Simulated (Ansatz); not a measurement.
The cluster Al₂P₂⁺. Total charge 1; doublet. Geometry B3LYP-D4/def2-TZVP; atoms count from 1.

Cartesian coordinates in Å:
```
Al -0.5181 -0.6632 -2.0322
Al 0.5181 0.6628 2.0321
P 0.8264 0.5445 -0.3882
P -0.8264 -0.5442 0.3883
```

The structure comes from a short search, and lower isomers may exist.

Question: Estimate the Mulliken populations from the PBE0/def2-TZVP orbitals of Ansatz.

Answer: 
| atom | charge (e) | spin (α − β) |
| --- | --- | --- |
| Al1 | 0.51 | 0.41 |
| Al2 | 0.51 | 0.41 |
| P3 | -0.01 | 0.09 |
| P4 | -0.01 | 0.09 |
Mulliken values and Mayer orders depend strongly on the basis.

Question: Where does the spin sit?

Answer: Summed by element: Al 0.83, P 0.17, of 1 unpaired in all. Largest on single atoms: Al2 0.41, Al1 0.41, P4 0.09.

Question: And the Mayer bond orders between bonded heavy atoms (over 0.3)?

Answer: Al1–P3 0.72 (2.44 Å); Al1–P4 0.72 (2.44 Å); Al2–P3 0.72 (2.44 Å); Al2–P4 0.72 (2.44 Å); P3–P4 1.67 (2.13 Å). Values over 0.3 also appear between atoms too far apart for a bond (Al1–Al2 0.34 at 4.40 Å); they arise where an orbital or an unpaired electron spreads over both atoms.
